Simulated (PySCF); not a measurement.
**Al2Cl2H4: core ionisation energies**

Compound: (H2Al-mu-Cl)2.
Bonds: Al1–Cl4, Al1–Cl8, Cl4–Al5, Al5–Cl8. Hydrogens: H2, H3 on Al1; H6, H7 on Al5.

Computed with delta-SCF UKS SCAN, pcX-2 on the ionised atom, pcseg-1 elsewhere, spin-free X2C in PySCF 2.14.0. Binding energies are ΔSCF values: E(core-ionised, relaxed orbitals) − E(ground state) at a fixed geometry, referred to the vacuum level.

Problem. Give the core binding energies atom by atom.

Solution. 
```
atom(s)                       environment     level  binding energy (eV)  2p1/2 (eV)  count
Al1/Al5  aluminium bonded to 2 Cl and 2 H     Al 1s              1567.99           –      2
Cl4/Cl8           chlorine bonded to 2 Al  Cl 2p3/2               206.75      208.40      2
Cl4/Cl8           chlorine bonded to 2 Al     Cl 1s              2829.37           –      2
```

Problem. Give the binding energy of Cl 1s of Cl4/Cl8 in hartree and in kJ/mol.

Solution. 2829.37 eV = 103.9774 Eh = 272993 kJ/mol.

Problem. Which effective nuclear charge Zeff reproduces each element's mean 1s value in the hydrogen-like formula E = 13.606 eV × Zeff²?

Solution. Al (Z = 13): mean 1568.0 eV, Zeff = 10.74, Z − Zeff = 2.26; Cl (Z = 17): mean 2829.4 eV, Zeff = 14.42, Z − Zeff = 2.58. Means run over the listed sites, weighted by atom count.

Atoms equivalent by their bonding share one computed value, that of the first of them. For 2p shells one spin-free hole was relaxed; a mean-field spin–orbit operator and the ground-state splitting of the three 2p orbitals were then diagonalised within the shell. The shell's mean is (2 × 2p3/2 + 2p1/2)/3, and the degeneracies 2j + 1 give areas of 2:1. 2p1/2 minus 2p3/2 (ligand field included): Cl 1.65 eV. Geometry: PBE0-D3(BJ)/def2-SVP, one conformer, isolated molecule.
